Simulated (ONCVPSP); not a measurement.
Potentials for manganese (Mn) compared

Generated with ld1.x 7.5 (TM, RRKJ, ultrasoft, PAW), atompaw 4.2 or ONCVPSP 4.0.1. The cutoff is in Ry: for ld1.x and atompaw files where the sum of valence levels is converged to 10 mRy in a Bessel basis, for ONCV files where the hardest occupied wave has 1 mHa per electron of residual kinetic energy. The error is the largest all-electron minus pseudo excitation energy over each file’s own four to seven test configurations (ionisations up to +4, promotions, holes and added fractions of an electron), all of which were solved. The labels leave out finer settings (local radius, basis sizes, second energies), which also bear on the numbers. Spin-polarised tests are not counted. The rows are a selection from randomly drawn settings: files with unsolved tests, undetermined cutoffs or missed reference levels are left out.

A true bound ghost makes a file unfit for plane-wave use even where its test errors are small: the radial tests pick states by their node count and pass the ghost by.

| potential | cutoff (Ry) | largest error (meV) | bound ghosts |
| --- | --- | --- | --- |
| ONCV, PBE, scalar-relativistic, rc 1.25/1.40/1.15 (spd), local smoothed, core correction yes, reference 3s2 3p6 3d5 4s2, qcut 10.5/9.2/14.8, projectors 2/1/2 | 150 | -174 | none |
| ONCV, PBE, scalar-relativistic, rc 1.50/1.40/1.40 (spd), local smoothed, core correction yes, reference 3s2 3p6 3d5 4s1 4p1, qcut 8.4/12/12.4, projectors 2/2/1 | 106 | +0.4 | none |
| ONCV, PBE, scalar-relativistic, rc 2.20/1.90/1.65 (spd), local smoothed, core correction no, reference 3d5 4s2, qcut 2.7/3.8/13.9, projectors 1/1/3 | 122 | +145 | none |
| ONCV, revPBE, scalar-relativistic, rc 1.40/1.30/1.25/1.50 (spdf), local smoothed, core correction yes, reference 3s2 3p6 3d5 4s1.75, qcut 7.3/9.8/11/7.1, projectors 2/2/1/3 | 104 | -1.0 | none |
| ONCV, PBE, scalar-relativistic, rc 2.15/1.00/1.55 (spd), local smoothed, core correction yes, reference 3p6 3d5 4s2, qcut 2.4/7.7/10.3, projectors 2/2/3 | 82 | +115 | s |
| ONCV, PBE, scalar-relativistic, rc 1.25/1.45/1.95 (spd), local smoothed, core correction yes, reference 3s2 3p6 3d5 4s1.5, qcut 10.9/11.6/9.6, projectors 2/1/2 | 85 | +71 | none |

Task: Fill in the row for Mn: ONCV, PBEsol, scalar-relativistic, rc 1.35/0.90/1.95 (spd), local smoothed, core correction no, reference 3s2 3p6 3d5 4s2, qcut 7.5/8.5/9.8, projectors 2/2/2.

Result: cutoff 94 Ry, largest error +103 meV, bound ghosts: none.

Task: Fill in the row for Mn: ONCV, BLYP, scalar-relativistic, rc 1.00/0.90/1.05/0.85 (spdf), local smoothed, core correction yes, reference 3s2 3p6 3d5, qcut 12.9/9/18.2/12.6, projectors 2/1/2/2.

Result: cutoff 189 Ry, largest error +14 meV, bound ghosts: none.
